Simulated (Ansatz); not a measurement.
Calculation: B3LYP-D3(BJ)/def2-SVP in Ansatz (an electronic-structure program). No frequencies were computed at this level.

Ansatz 0.2 input:
```yaml
crystal:
  periodic: [false, false, false]
  atoms:
    - { symbol: Al, position_ang: [0.007181, -0.118031, 0.022012] }
    - { symbol: F, position_ang: [0.739028, -0.056134, 1.497186] }
    - { symbol: F, position_ang: [-1.599546, -0.481552, -0.020998] }
    - { symbol: F, position_ang: [0.927362, -0.560992, -1.271286] }
    - { symbol: N, position_ang: [-0.114041, 1.874439, -0.34958] }
    - { symbol: H, position_ang: [-0.783367, 2.311283, 0.27887] }
    - { symbol: H, position_ang: [-0.414357, 2.037951, -1.307105] }
    - { symbol: H, position_ang: [0.792265, 2.315102, -0.214655] }
basis:
  gaussian: { orbitals: def2-svp }
hamiltonian:
  xc: b3lyp
  dispersion: d3bj
relax:
  max_steps: 150
```

Output:

```
Functional definition: B3LYP
896 factors; integrals over basis functions are off by at most 4.1e-4 eV
mean field evaluation 1: about -16276.0917 eV, gradient 7.3e1 eV
mean field evaluation 2: about -16266.9650 eV, gradient 1.1e2 eV
mean field evaluation 4: about -16284.8195 eV, gradient 2.9e0 eV
mean field evaluation 8: about -16284.8548 eV, gradient 3.0e-2 eV
mean field -16284.85480396 eV, -598.4573757744 hartree, gradient 4.0e-5 eV, S^2 0.000000; 0 other end points of the search recorded, 0 dependent functions left out
reference -16284.85503954 eV, -598.4573844318 hartree; 25, 25 occupied and 64, 64 virtual orbitals, 896 factors
relax step   1: F+E_penalty+E_count = -16285.06833616 eV  Δ(F+E_penalty+E_count) = +0.000e0 eV  max|allowed force component| = 6.765e-1 eV/Å  Δτ_max = 0.0000 Å  (23 SCF iters, accepted)
these checks for a lower state are left out or cut short: starts, cluster_reference, orbital_swaps, neighbouring_geometries, increment
896 factors; integrals over basis functions are off by at most 4.3e-4 eV
mean field evaluation 16: about -16284.8639 eV, gradient 2.0e-2 eV
mean field -16284.88306405 eV, -598.4584143138 hartree, gradient 8.8e-6 eV, S^2 0.000000; 0 other end points of the search recorded, 0 dependent functions left out
reference -16284.88329979 eV, -598.4584229769 hartree; 25, 25 occupied and 64, 64 virtual orbitals, 896 factors
relax step   2: F+E_penalty+E_count = -16285.09492389 eV  Δ(F+E_penalty+E_count) = -2.659e-2 eV  max|allowed force component| = 3.516e-1 eV/Å  Δτ_max = 0.0335 Å  (26 SCF iters, accepted)
these checks for a lower state are left out or cut short: starts, cluster_reference, orbital_swaps, neighbouring_geometries, increment
896 factors; integrals over basis functions are off by at most 4.4e-4 eV
mean field -16284.89186612 eV, -598.4587377836 hartree, gradient 9.5e-6 eV, S^2 0.000000; 0 other end points of the search recorded, 0 dependent functions left out
reference -16284.89210184 eV, -598.4587464463 hartree; 25, 25 occupied and 64, 64 virtual orbitals, 896 factors
relax step   3: F+E_penalty+E_count = -16285.10353139 eV  Δ(F+E_penalty+E_count) = -8.607e-3 eV  max|allowed force component| = 6.488e-2 eV/Å  Δτ_max = 0.0201 Å  (27 SCF iters, accepted)
these checks for a lower state are left out or cut short: starts, cluster_reference, orbital_swaps, neighbouring_geometries, increment
896 factors; integrals over basis functions are off by at most 4.5e-4 eV
mean field evaluation 32: about -16284.8928 eV, gradient 1.6e-5 eV
mean field -16284.89279418 eV, -598.4587718892 hartree, gradient 9.7e-6 eV, S^2 0.000000; 0 other end points of the search recorded, 0 dependent functions left out
reference -16284.89302994 eV, -598.4587805533 hartree; 25, 25 occupied and 64, 64 virtual orbitals, 896 factors
relax step   4: F+E_penalty+E_count = -16285.10453395 eV  Δ(F+E_penalty+E_count) = -1.003e-3 eV  max|allowed force component| = 3.006e-2 eV/Å  Δτ_max = 0.0203 Å  (26 SCF iters, accepted)
these checks for a lower state are left out or cut short: starts, cluster_reference, orbital_swaps, neighbouring_geometries, increment
896 factors; integrals over basis functions are off by at most 5.0e-4 eV
mean field -16284.89358657 eV, -598.4588010092 hartree, gradient 9.1e-6 eV, S^2 0.000000; 0 other end points of the search recorded, 0 dependent functions left out
reference -16284.89382286 eV, -598.4588096928 hartree; 25, 25 occupied and 64, 64 virtual orbitals, 896 factors
relax step   5: F+E_penalty+E_count = -16285.10539493 eV  Δ(F+E_penalty+E_count) = -8.610e-4 eV  max|allowed force component| = 4.972e-1 eV/Å  Δτ_max = 0.1169 Å  (26 SCF iters, accepted)
these checks for a lower state are left out or cut short: starts, cluster_reference, orbital_swaps, neighbouring_geometries, increment
896 factors; integrals over basis functions are off by at most 5.0e-4 eV
mean field -16284.89929768 eV, -598.4590108885 hartree, gradient 9.6e-6 eV, S^2 0.000000; 0 other end points of the search recorded, 0 dependent functions left out
reference -16284.89953389 eV, -598.4590195691 hartree; 25, 25 occupied and 64, 64 virtual orbitals, 896 factors
relax step   6: F+E_penalty+E_count = -16285.11107608 eV  Δ(F+E_penalty+E_count) = -5.681e-3 eV  max|allowed force component| = 2.598e-1 eV/Å  Δτ_max = 0.0199 Å  (27 SCF iters, accepted)
these checks for a lower state are left out or cut short: starts, cluster_reference, orbital_swaps, neighbouring_geometries, increment
896 factors; integrals over basis functions are off by at most 5.4e-4 eV
mean field -16284.91273341 eV, -598.4595046425 hartree, gradient 2.0e-5 eV, S^2 0.000000; 0 other end points of the search recorded, 0 dependent functions left out
reference -16284.91297019 eV, -598.4595133440 hartree; 25, 25 occupied and 64, 64 virtual orbitals, 896 factors
relax step   7: F+E_penalty+E_count = -16285.12457247 eV  Δ(F+E_penalty+E_count) = -1.350e-2 eV  max|allowed force component| = 1.731e-2 eV/Å  Δτ_max = 0.1690 Å  (25 SCF iters, accepted)
these checks for a lower state are left out or cut short: starts, cluster_reference, orbital_swaps, neighbouring_geometries, increment
896 factors; integrals over basis functions are off by at most 5.8e-4 eV
mean field -16284.91638304 eV, -598.4596387640 hartree, gradient 9.7e-6 eV, S^2 0.000000; 0 other end points of the search recorded, 0 dependent functions left out
reference -16284.91662072 eV, -598.4596474984 hartree; 25, 25 occupied and 64, 64 virtual orbitals, 896 factors
relax step   8: F+E_penalty+E_count = -16285.12817073 eV  Δ(F+E_penalty+E_count) = -3.598e-3 eV  max|allowed force component| = 2.220e-1 eV/Å  Δτ_max = 0.0883 Å  (25 SCF iters, accepted)
these checks for a lower state are left out or cut short: starts, cluster_reference, orbital_swaps, neighbouring_geometries, increment
896 factors; integrals over basis functions are off by at most 5.9e-4 eV
mean field evaluation 64: about -16284.8873 eV, gradient 2.1e0 eV
mean field -16284.91918466 eV, -598.4597417215 hartree, gradient 9.6e-6 eV, S^2 0.000000; 0 other end points of the search recorded, 0 dependent functions left out
reference -16284.91942239 eV, -598.4597504579 hartree; 25, 25 occupied and 64, 64 virtual orbitals, 896 factors
relax step   9: F+E_penalty+E_count = -16285.13097194 eV  Δ(F+E_penalty+E_count) = -2.801e-3 eV  max|allowed force component| = 1.650e-1 eV/Å  Δτ_max = 0.0406 Å  (27 SCF iters, accepted)
these checks for a lower state are left out or cut short: starts, cluster_reference, orbital_swaps, neighbouring_geometries, increment
896 factors; integrals over basis functions are off by at most 5.9e-4 eV
mean field -16284.92256950 eV, -598.4598661123 hartree, gradient 1.0e-5 eV, S^2 0.000000; 0 other end points of the search recorded, 0 dependent functions left out
reference -16284.92280697 eV, -598.4598748389 hartree; 25, 25 occupied and 64, 64 virtual orbitals, 896 factors
relax step  10: F+E_penalty+E_count = -16285.13443360 eV  Δ(F+E_penalty+E_count) = -3.462e-3 eV  max|allowed force component| = 3.913e-2 eV/Å  Δτ_max = 0.0727 Å  (26 SCF iters, accepted)
these checks for a lower state are left out or cut short: starts, cluster_reference, orbital_swaps, neighbouring_geometries, increment
896 factors; integrals over basis functions are off by at most 6.0e-4 eV
mean field -16284.92305610 eV, -598.4598839945 hartree, gradient 9.6e-6 eV, S^2 0.000000; 0 other end points of the search recorded, 0 dependent functions left out
reference -16284.92329359 eV, -598.4598927221 hartree; 25, 25 occupied and 64, 64 virtual orbitals, 896 factors
relax step  11: F+E_penalty+E_count = -16285.13497077 eV  Δ(F+E_penalty+E_count) = -5.372e-4 eV  max|allowed force component| = 2.308e-2 eV/Å  Δτ_max = 0.0300 Å  (26 SCF iters, accepted)
these checks for a lower state are left out or cut short: starts, cluster_reference, orbital_swaps, neighbouring_geometries, increment
896 factors; integrals over basis functions are off by at most 6.1e-4 eV
mean field -16284.92335922 eV, -598.4598951338 hartree, gradient 9.4e-6 eV, S^2 0.000000; 0 other end points of the search recorded, 0 dependent functions left out
reference -16284.92359678 eV, -598.4599038641 hartree; 25, 25 occupied and 64, 64 virtual orbitals, 896 factors
relax step  12: F+E_penalty+E_count = -16285.13517187 eV  Δ(F+E_penalty+E_count) = -2.011e-4 eV  max|allowed force component| = 7.226e-2 eV/Å  Δτ_max = 0.0446 Å  (26 SCF iters, accepted)
these checks for a lower state are left out or cut short: starts, cluster_reference, orbital_swaps, neighbouring_geometries, increment
896 factors; integrals over basis functions are off by at most 6.0e-4 eV
mean field evaluation 96: about -16284.9234 eV, gradient 1.6e-5 eV
mean field -16284.92337459 eV, -598.4598956987 hartree, gradient 1.6e-5 eV, S^2 0.000000; 0 other end points of the search recorded, 0 dependent functions left out
reference -16284.92361205 eV, -598.4599044250 hartree; 25, 25 occupied and 64, 64 virtual orbitals, 896 factors
relax step  13: F+E_penalty+E_count = -16285.13529130 eV  Δ(F+E_penalty+E_count) = -1.194e-4 eV  max|allowed force component| = 3.775e-2 eV/Å  Δτ_max = 0.0029 Å  (22 SCF iters, accepted)
these checks for a lower state are left out or cut short: starts, cluster_reference, orbital_swaps, neighbouring_geometries, increment
896 factors; integrals over basis functions are off by at most 6.0e-4 eV
mean field -16284.92351594 eV, -598.4599008932 hartree, gradient 8.5e-5 eV, S^2 0.000000; 0 other end points of the search recorded, 0 dependent functions left out
reference -16284.92375341 eV, -598.4599096202 hartree; 25, 25 occupied and 64, 64 virtual orbitals, 896 factors
relax step  14: F+E_penalty+E_count = -16285.13539050 eV  Δ(F+E_penalty+E_count) = -9.920e-5 eV  max|allowed force component| = 2.585e-3 eV/Å  Δτ_max = 0.0011 Å  (18 SCF iters, accepted)
896 factors; integrals over basis functions are off by at most 6.0e-4 eV
mean field -16284.92351594 eV, -598.4599008932 hartree, gradient 8.5e-5 eV, S^2 0.000000; 1 other end points of the search recorded, 0 dependent functions left out
reference -16284.92375341 eV, -598.4599096202 hartree; 25, 25 occupied and 64, 64 virtual orbitals, 896 factors
Total energy: -16285.13562797 eV, -598.4676958665 hartree
Atom 0 at     0.005706    -0.093777     0.017474 Å, force    -0.000138     0.002585    -0.000504 eV/Å
Atom 1 at     1.057128    -0.093361     1.315884 Å, force    -0.000092     0.000087    -0.000154 eV/Å
Atom 2 at    -1.596612    -0.436086     0.344218 Å, force     0.000141     0.000126    -0.000024 eV/Å
Atom 3 at     0.610333    -0.635115    -1.442915 Å, force    -0.000084     0.000143     0.000134 eV/Å
Atom 4 at    -0.114353     1.879543    -0.350538 Å, force     0.000081    -0.001397     0.000248 eV/Å
Atom 5 at    -1.080013     2.205799    -0.257749 Å, force     0.000024    -0.000515     0.000060 eV/Å
Atom 6 at     0.205614     2.089713    -1.299750 Å, force     0.000057    -0.000512     0.000122 eV/Å
Atom 7 at     0.466721     2.405350     0.307819 Å, force     0.000010    -0.000517     0.000118 eV/Å
Dipole moment:    -0.079334     1.304058    -0.243217 e Å
```

Cost: very roughly 60 core-seconds.
